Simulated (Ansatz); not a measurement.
Relaxation of CH4B2O (8 atoms, charge 0, multiplicity 1), to a largest force component of 0.015 eV/Å in at most 40 steps.

The calculation used Ansatz 0.2.0, RKS PBE/6-31G*.

```xyz
8
Properties=species:S:1:pos:R:3
C -0.411 0.925 -0.771
B 0.022 -0.252 0.172
B 0.322 -1.496 1.018
O 1.096 -0.358 1.034
H -0.107 1.897 -0.387
H 0.074 0.801 -1.739
H -1.482 0.950 -0.956
H 0.487 -2.468 1.629
```

Where does it end, and by what steps?

The run converged. After 4 steps the energy has fallen by 0.090 eV; H8 moved furthest, 0.06 Å.

| step | energy less start (eV) | largest force component (eV/Å) | accepted |
| --- | --- | --- | --- |
| 0 | 0.0000 | 1.466 | yes |
| 1 | -0.0749 | 0.665 | yes |
| 2 | -0.0893 | 0.070 | yes |
| 3 | -0.0895 | 0.015 | yes |
| 4 | -0.0895 | 0.011 | yes |

```xyz
8
Properties=species:S:1:pos:R:3
C -0.416 0.938 -0.774
B -0.001 -0.238 0.155
B 0.327 -1.518 1.025
O 1.089 -0.341 1.052
H -0.086 1.918 -0.389
H 0.074 0.794 -1.757
H -1.500 0.966 -0.967
H 0.513 -2.519 1.655
```

Run time: 11 s on 1 thread of Intel(R) Xeon(R) Platinum 8488C (Sapphire Rapids), with other jobs on the host, peak memory 0.15 GiB.
